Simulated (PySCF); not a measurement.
Bonding in B(NCS)3

B(NCS)3, C3BN3S3.
Cartesian coordinates in Å at the PBE0-D3(BJ)/def2-SVP level; atoms count from 1:
```
atom  x, y, z in Å
B1     0.0026   -0.0058    0.0054
N2     1.4213   -0.0004   -0.0145
C3     2.6164   -0.0119   -0.0268
S4     4.1842   -0.0246   -0.0438
N5    -0.7113    1.2196    0.0068
C6    -1.2887    2.2662    0.0006
S7    -2.0483    3.6379   -0.0066
N8    -0.6999   -1.2379    0.0236
C9    -1.2897   -2.2775    0.0266
S10   -2.0620   -3.6423    0.0332
```

Bond orders from the PBE0/pcSseg-1 density (PySCF). Geometry: PBE0-D3(BJ)/def2-SVP; no solvent, vibrations or thermal averaging.

Task: Set the Mayer orders of the bonds beside their lengths.

Result: 
| bond | length (Å) | Mayer order |
| --- | --- | --- |
| B1–N2 | 1.419 | 1.081 |
| B1–N5 | 1.418 | 1.083 |
| B1–N8 | 1.418 | 1.082 |
| N2–C3 | 1.195 | 1.923 |
| C3–S4 | 1.568 | 1.794 |
| N5–C6 | 1.195 | 1.923 |
| C6–S7 | 1.568 | 1.794 |
| N8–C9 | 1.195 | 1.923 |
| C9–S10 | 1.568 | 1.794 |

Task: Sum the orders of all bonds at each heavy atom with more than one neighbour.

Result: B1 3.246, N2 3.004, C3 3.717, N5 3.006, C6 3.717, N8 3.005, C9 3.717. Orders between atoms that aren't bonded are not in these sums.

Mayer orders depend on the basis set.
